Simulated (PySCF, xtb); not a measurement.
AsF3, SMILES F[As](F)F.

Harmonic wavenumbers (cm⁻¹) from GFN2-xTB run with xtb at its own minimum, in rising order: 226, 226, 284, 455, 455, 550.

Problem. What does PySCF with ωB97X-D3(BJ)/def2-SVP give at its own minimum? (An estimate is asked for; the answer gives what the named calculation found.)

Solution. 259, 259, 337, 729, 729, 757. Paired by order, the mean absolute difference is 146 cm⁻¹ and the zero-point energies are 3.1 and 4.4 kcal/mol.
